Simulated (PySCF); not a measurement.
Se(H)(iPr) (C₃H₈Se), SMILES CC([SeH])C. The structure is a stationary point at PBE-D3(BJ)/def2-SVP. The values are those of a single conformer.

Task: Give the equilibrium geometry at PBE-D3(BJ)/def2-SVP (PySCF confirms it by a frequency run) as Cartesian coordinates in Å. (The exact figures need the calculation; the answer reports its results.)

Result: Several could match; the one computed here: 
```xyz
12

Se    -0.8790     0.1484     0.4956
H     -1.8217    -0.3347    -0.5467
C      0.7173     0.1238    -0.7094
C      0.9614    -1.2636    -1.2930
C      1.9010     0.6408     0.1061
H      0.4864     0.8443    -1.5204
H      1.8508    -1.2460    -1.9606
H      1.1471    -2.0052    -0.4896
H      0.0988    -1.6191    -1.8908
H      1.7164     1.6583     0.5045
H      2.8096     0.6834    -0.5302
H      2.1218    -0.0313     0.9616
```
Charge 0, spin multiplicity 1.
